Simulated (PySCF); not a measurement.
# Tm⁴²⁺: fine-structure interval

Tm⁴²⁺ [Ar] 3d9 [3d3/2^4 3d5/2^5, M_J = 5/2] → Tm⁴²⁺ [Ar] 3d9 [3d3/2^3 3d5/2^6, M_J = 3/2], as a difference of total energies. Computed with PySCF 2.14 in an even-tempered Gaussian basis (16 s from 9.4 bohr⁻², ratio 2.8; 13 p from 12 bohr⁻², ratio 2.8; 8 d from 12 bohr⁻², ratio 2.8; 3 f from 46 bohr⁻², ratio 3), with the two-component X2C-1e Hamiltonian. Correlated levels: [Ne] frozen; the 80 highest virtual spinors dropped. "Screened" scales the spin-orbit matrix elements by Boettger's factors to mimic the two-electron term; Breit and QED terms are absent.

```csv
method,fine-structure interval (cm⁻¹)
GHF (screened spin-orbit),390360
GMP2 (screened spin-orbit),389970
GHF (bare spin-orbit),457150
```
